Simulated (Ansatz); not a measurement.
Strength of the N–H bond: C2H7NSi → C2H6NSi + H

Gas-phase species: C2H7NSi `C=C[SiH2]N`, singlet; C2H6NSi `C=C[SiH2][NH]`, doublet; H atom, doublet. The bond broken is the one whose loss leaves C2H6NSi `C=C[SiH2][NH]`, relaxed to its own shape; its unpaired electron may spread away from that site.

Shapes, held fixed at every level: PBE0-D4/def2-TZVP. Flexible molecules stand in one conformer, not always the lowest. Programs: Ansatz 0.2.0. The zero-point and thermal change to 298 K, harmonic and unscaled (PBE0-D4/def2-TZVP), is -30.6 kJ/mol.

```tsv
level	kind	ΔH(298 K) (kJ/mol)	less CCSD(T)/CBS estimate
HF/def2-SVP	Hartree–Fock	+338.5	-128.1
SPW92/def2-TZVPP	LDA	+507.3	+40.7
PBE0-D4/def2-TZVPP	global hybrid	+446.6	-20.0
r2SCAN0-D4/def2-TZVPP	global hybrid	+441.4	-25.2
wB97M-V/def2-TZVPP	range-separated hybrid	+460.7	-5.9
wB97X-V/def2-TZVPP	range-separated hybrid	+455.9	-10.7
CCSD(T)/CBS estimate	coupled cluster or CI	+466.6	0.0
```

The highest level, CCSD(T)/CBS estimate, gives ΔH(298 K) = +466.6 kJ/mol; the levels span +338.5 to +507.3. The column of differences is taken from that level and isn't an error. Hartree–Fock misses the correlation of the pair that is broken and comes out low. No measured value is set beside it here. Open shells run unrestricted. The CBS estimate extrapolates MP2 from def2-TZVPP and def2-QZVPP and adds CCSD(T) − MP2 in the triple-zeta set, cores frozen.
